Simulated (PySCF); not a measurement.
## How methods differ on the ionisation energy of Ge¹²⁺

Ge¹²⁺ [Ar] 3d2 (3F) → Ge¹³⁺ [Ar] 3d1 (2D), as a difference of total energies. Calculation: PySCF 2.14, in an uncontracted even-tempered set (19 s from 0.81 bohr⁻², ratio 2.5; 12 p from 1.1 bohr⁻², ratio 2.5; 8 d from 1.1 bohr⁻², ratio 2.5; 4 f from 3.7 bohr⁻², ratio 2.7; 4 g from 5.6 bohr⁻², ratio 2.7); scalar relativity by spin-free X2C-1e. Correlated levels: outer shells: [Ne] frozen; virtual orbitals above 40 to 60 times the deepest correlated orbital energy dropped. The calculations carry no spin-orbit coupling.

```tsv
method	ionisation energy (eV)
UHF	366.86
LDA	367.53
PBE	367.54
PBE0	367.70
r2SCAN	368.23
MP2 (outer shells)	367.16
SCS-MP2 (outer shells)	367.09
```

**Question.** How much does correlation contribute at MP2 (outer shells)?

**Answer.** 367.16 − (366.86) = 0.30 eV, measured against UHF.

A first-order spin-orbit estimate (lowest level to lowest level, LS coupling) adds 0.147 eV.

For comparison: 367 ± 3 eV (theoretical estimate listed by NIST; NIST Atomic Spectra Database, ionization energies).
